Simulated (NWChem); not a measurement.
System: CCl₂FNOSi; SMILES O=C=N[Si](F)(Cl)Cl

Here is an NWChem input.

```
start job
memory heap 200 mb stack 900 mb global 1100 mb
geometry units angstroms noautosym nocenter noautoz
  O     -0.001889     3.598465     0.195099
  C     -0.001623     2.449233     0.026827
  N     -0.001359     1.262357    -0.155136
  Si    -0.000021    -0.416681    -0.281223
  F     -0.000505    -0.813812    -1.833523
  Cl    -1.666734    -1.196063     0.573406
  Cl     1.668869    -1.193317     0.571668
end
basis spherical
  * library 6-31g*
end
dft
  xc b3lyp
  iterations 150
end
property
  response 1 0.0773
end
task dft property
```

Coordinates come from a PBE0/def2-SVP optimisation.

Field at 589 nm.

Predict the main results of this run. (B3LYP/6-31G* (spherical d).) Quantities: isotropic polarisability (bohr³); anisotropy (bohr³).


* **isotropic polarisability (bohr³)**: 54.8
* **anisotropy (bohr³)**: 31.8
